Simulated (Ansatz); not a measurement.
Ideal-gas functions of CH$_{3}$InO (`O=[CH][InH2]`) at 400 K and 1 bar, from an Ansatz frequency run at PBE0-D4/def2-TZVP.

Molar mass 145.85 g/mol, point group Cs (symmetry number 1), electronic degeneracy 1, moments of inertia 13.172, 166.896, 170.914 u Å². Harmonic wavenumbers (cm⁻¹, unscaled): 96, 151, 301, 427, 550, 601, 788, 1368, 1743, 1814, 1817, 2791.

Use S(trans) = R[1.5 ln M + 2.5 ln T − 1.1517]; rotational temperatures θ = 24.2544 K / I; S(rot) = R[ln(√π/σ · √(T³/θAθBθC)) + 1.5]; for each mode x = 1.438777 ν̃/T, S = R[x/(eˣ − 1) − ln(1 − e⁻ˣ)] and H = RT x/(eˣ − 1); 1 cm⁻¹ = 0.0119627 kJ/mol; R = 8.31446 J/(mol·K).

Q: By hand: the entropy, in J/(mol·K).

A: Translation 177.1. Rotation: θ = 1.8414, 0.1453, 0.1419 K, giving 105.6. Vibration, mode by mode: 17.20, 13.49, 8.05, 5.52, 3.88, 3.36, 1.97, 0.36, 0.11, 0.09, 0.09, 0.00, in all 54.1. Electronic 0.0. Sum 336.8 J/(mol·K).

Q: By hand: H − E and G − E in kJ/mol, counted from the electronic energy.

A: Zero-point energy ½ × 12447 × 0.0119627 = 74.4; thermal vibration 11.3; translation, rotation and pV give 4 RT = 13.3. H − E = 99.0 kJ/mol, and G − E = 99.0 − 400 × 336.8/1000 = -35.7 kJ/mol.

Vibration gives 16 % of the entropy, 17.2 J/(mol·K) of it from the mode under 150 cm⁻¹: soft modes count most, and the harmonic formula is weakest for them.
